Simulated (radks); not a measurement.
Task: Method: non-relativistic Kohn-Sham, PBE, spin-polarised, spherical densities, point nucleus; open shells are filled with parallel spins first; computed with a radial shooting solver on a logarithmic mesh with Libxc functionals. Response by self-consistent Sternheimer equations with the Hartree and adiabatic LDA kernel. Rank Br+, Br6+, Br5+, Br4+, Br3+, Br2+, Br (NIST ground configurations) by static dipole polarisability, largest first.

Result: Br 22.36, Br+ 12.77, Br2+ 8.388, Br3+ 6.130, Br4+ 4.686, Br5+ 3.720, Br6+ 2.315 bohr^3.
